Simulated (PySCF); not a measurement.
A geometry optimisation on `CBr` (CH3Br).

Computed with PBE0-D3(BJ)/def2-SVP geometry optimisation, gas phase (PySCF 2.14.0). Start geometry: GFN2-xTB. The input is one job of a driver script: a line of settings, then coordinates in Å.

Command:
```bash
OMP_NUM_THREADS=1 python probes_run.py task.json out
```

Input:
```
{"job": {"xc": "PBE0", "basis": "def2-SVP", "d3": "d3bj", "grid": 1, "shake": 0.01, "kind": "geom"}, "charge": 0, "multiplicity": 1}
C     -0.163210    -0.027250     0.008050
Br     1.746750     0.016490    -0.075320
H     -0.569270    -0.542240    -0.873210
H     -0.499680     1.027820    -0.007340
H     -0.481020    -0.508790     0.909930
```

Output:
```
step   0  E = -2613.37457526  max force = 0.019885
step   1  E = -2613.37524657  max force = 0.008332
step   2  E = -2613.37543213  max force = 0.000972
step   3  E = -2613.37543594  max force = 0.000190
optimisation converged
```

Energies in Eh; «max force» is the largest Cartesian gradient component in Eh/bohr.

How much energy does the optimisation release, in eV?

E(step 0) − E(last step) = 0.000861 Eh, which is 0.023 eV.

Give the first gradient maximum in eV/Å.

With 1 Eh/bohr = 51.422 eV/Å, 1.023 eV/Å.

Summary of the converged run: final energy -2613.37544 Eh after 3 steps; dipole 1.81 D.

Where do the atoms end?

0.020 Å rms from the input after alignment:
```
atom  x, y, z in Å
C1    -0.0435    0.0395   -0.0257
Br2    1.8444    0.4346    0.0068
H3    -0.2290   -0.7066   -0.8068
H4    -0.5883    0.9652   -0.2431
H5    -0.3331   -0.3537    0.9552
```

The run took 2.5 s of wall time on one thread of an AMD EPYC 9R45, shared host with 96 logical CPUs at a one-minute load of 30, and the process peaked at 0.29 GiB of memory.
Labels such as C1 count atoms from 1, the log's own numbers from 0.
